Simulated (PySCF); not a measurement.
C6H6O, SMILES C1=C[C@H]2C=C[C@@H]1O2. Atoms are numbered in the order given.

```xyz
13

C      0.6717     1.2493     0.5029
C     -0.6717     1.2493     0.5029
C     -1.0586     0.0000    -0.3378
C     -0.6717    -1.2493     0.5029
C      0.6717    -1.2493     0.5029
C      1.0586     0.0000    -0.3378
O      0.0000     0.0000    -1.3091
H      1.3713     1.9154     1.0231
H     -1.3713     1.9154     1.0231
H     -2.0541     0.0000    -0.8176
H     -1.3713    -1.9154     1.0231
H      1.3713    -1.9154     1.0231
H      2.0541     0.0000    -0.8176
```
Charge 0, spin multiplicity 1.

Geometry optimised at PBE-D3(BJ)/def2-SVP. The structure was generated by enumeration; whether it is a known compound was not checked. Other conformers were not sampled.

Two levels are set side by side: PBE/pcSseg-1 (PySCF) and PBE0/pcSseg-1 (PySCF). GIAO shifts against H2O (¹⁷O), TMS (¹H), TMS (¹³C) at the same level; non-relativistic, no solvent, atoms listed together averaged. Differences are taken from unrounded values.

| quantity | PBE0 | PBE | PBE minus PBE0 |
|---|---|---|---|
| δ(¹³C) of C1, C2, C4, C5 (ppm) | 161.5 | 158.6 | -2.8 |
| δ(¹³C) of C3, C6 (ppm) | 89.8 | 93.2 | 3.4 |
| δ(¹⁷O) of O7 (ppm) | 242.9 | 265.8 | 22.9 |
| δ(¹H) of H8, H9, H11, H12 (ppm) | 7.83 | 7.68 | -0.14 |
| δ(¹H) of H10, H13 (ppm) | 5.63 | 5.69 | 0.06 |

Rough cost on one machine, each run with all the roots and properties that it gave: PBE0 against PBE within a factor of 2.
